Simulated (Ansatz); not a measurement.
`S[CH2][ZnH]` + silanol → `[SiH3][O][ZnH]` + CH₃SH at 400 K and 1 bar (ligand exchange at a Zn–C bond).

Program: Ansatz. Geometries: PBE0-D4/def2-TZVP. ΔE: electronic, gas phase. CBS: MP2 limit from def2 TZ/QZ plus the TZ coupled-cluster correction, frozen cores. This one scheme is used for every species. For Zn outer-core shells are correlated without core-valence functions, which leaves a few kJ/mol of doubt a bond. Scalar relativity is left out up to krypton. One conformer a species, not always the lowest.

```json
{"species": "`S[CH2][ZnH]`", "CCSD(T)/CBS energy (Eh)": "-2216.58625", "H − E (kJ/mol)": "135.1", "S (J/(mol·K))": "335.7"}
{"species": "`O[SiH3]`", "CCSD(T)/CBS energy (Eh)": "-366.69042", "H − E (kJ/mol)": "120.0", "S (J/(mol·K))": "276.4"}
{"species": "`[SiH3][O][ZnH]`", "CCSD(T)/CBS energy (Eh)": "-2145.08513", "H − E (kJ/mol)": "119.0", "S (J/(mol·K))": "356.6"}
{"species": "CH₃SH", "CCSD(T)/CBS energy (Eh)": "-438.22835", "H − E (kJ/mol)": "138.7", "S (J/(mol·K))": "269.4"}
```

H − E and S are ideal-gas, rigid-rotor, harmonic terms from PBE0-D4/def2-TZVP, for one conformer and one mirror image of each species. 1 Eh = 2625.50 kJ/mol, R = 8.31446 J/(mol·K).

Problem. By hand: ΔE, ΔH, ΔS and ΔG.

Solution. ΔE = (-2145.08513) + (-438.22835) − (-2216.58625) − (-366.69042) = -0.03681 Eh = -96.6 kJ/mol. Δ(H − E) = 119.0 + 138.7 − 135.1 − 120.0 = 2.6, so ΔH = -94.0 kJ/mol. ΔS = 356.6 + 269.4 − 335.7 − 276.4 = 13.9 J/(mol·K). ΔG = -94.0 − 400 × (13.9)/1000 = -99.6 kJ/mol.

Problem. By hand: the equilibrium constant, and the temperature at which ΔG would vanish if ΔH and ΔS stayed fixed.

Solution. log₁₀ K = −ΔG/(RT ln 10) = 13.0. ΔH and −TΔS have one sign here, so there is no such temperature.

The number of gas molecules stays the same, so ΔS is small and ΔH decides. A doubt of 5 kJ/mol in ΔE shifts log₁₀ K by 0.7 here. Other conformers and mirror images would add mixing entropy, several J/(mol·K) or more a flexible species. Modes under 60 cm⁻¹, often nearly free rotors, make the harmonic entropy too high. These are equilibria of isolated gas molecules and say nothing of rates. Largest T1 diagnostic: 0.016 (customary marks: 0.02 for closed shells, 0.045 for open ones).
